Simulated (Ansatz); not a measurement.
Start from `O[CH]([AlH2])[SiH3]` and change one atom or group to get `OC([SiH3])O[SiH3]`.

Ansatz, PBE0-D4/def2-TZVP geometries, multiplicity 1. Each molecule was computed in one conformer, which needn't be the lowest.

| property | `O[CH]([AlH2])[SiH3]` |
| --- | --- |
| HOMO–LUMO gap (PBE/def2-TZVPP) / eV | 3.75 |
| LUMO energy (PBE0/def2-TZVPP) / eV | -1.70 |
| size of the dipole moment (ωB97M-V/def2-TZVPP) / D | 1.56 |
| LUMO energy (ωB97M-V/def2-TZVPP) / eV | -0.11 |
| HOMO energy (ωB97M-V/def2-TZVPP) / eV | -9.78 |
| HOMO–LUMO gap (ωB97M-V/def2-TZVPP) / eV | 9.67 |

Problem. What does the change do to each property? (Best estimate.)

Solution. The calculation gave: 
| property | `OC([SiH3])O[SiH3]` | shift |
| --- | --- | --- |
| HOMO–LUMO gap (PBE/def2-TZVPP) / eV | 5.77 | 2.02 |
| LUMO energy (PBE0/def2-TZVPP) / eV | 0.14 | 1.84 |
| size of the dipole moment (ωB97M-V/def2-TZVPP) / D | 0.57 | -0.99 |
| LUMO energy (ωB97M-V/def2-TZVPP) / eV | 1.74 | 1.85 |
| HOMO energy (ωB97M-V/def2-TZVPP) / eV | -10.21 | -0.43 |
| HOMO–LUMO gap (ωB97M-V/def2-TZVPP) / eV | 11.95 | 2.28 |

With PBE0 the HOMO falls by 0.33 eV and the LUMO rises by 1.84 eV, so the gap widens by about 2.17 eV. PBE moves the HOMO by -0.28 eV and ωB97M-V by -0.43 eV. Dipoles are sizes alone; their direction can turn.
